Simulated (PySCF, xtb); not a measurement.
C4H7O, SMILES C[CH]C(C)=O, multiplicity 2. Atoms are numbered in the order given.

```xyz
12

C     -2.0128     0.3707    -0.0418
C     -0.6581     0.4383     0.5611
C      0.4968    -0.1490    -0.0932
C      1.8441    -0.0286     0.6005
O      0.3850    -0.7276    -1.1803
H     -1.9701    -0.1677    -0.9985
H     -2.4236     1.3832    -0.2102
H     -2.7233    -0.1400     0.6339
H     -0.5211     0.9437     1.5243
H      1.8114    -0.4932     1.5997
H      2.6106    -0.5242    -0.0086
H      2.1158     1.0305     0.7417
```
Charge 0, spin multiplicity 2.

Coordinates come from a TPSSh-D3(BJ)/def2-SVP optimisation. The isomer is the one that the SMILES or the coordinates give; other isomers of the formula were not compared. Other conformers were not sampled.

Level of theory: PySCF 2.14.0 with C-PCM-B3LYP/def2-SVP.

The values are the electrostatic part of the solvation free energy, E(continuum) − E(gas) at the gas-phase geometry, in a cavity of scaled van der Waals radii (PySCF's table); cavitation and dispersion terms are not included. The dipole moment in vacuum is 2.87 D.

Computed values in water (ε = 78.36), ethylethanoate (ε = 5.99), acetone (ε = 20.49):
```csv
solvent,ε,ΔG(elec) (kcal/mol),dipole (D)
water,78.36,-4.7,3.91
ethylethanoate,5.99,-3.8,3.70
acetone,20.49,-4.5,3.86
```

For comparison, GFN2-xTB/ALPB(water) (xtb, at the GFN2-xTB geometry, all terms of that model) gives -5.0 kcal/mol.
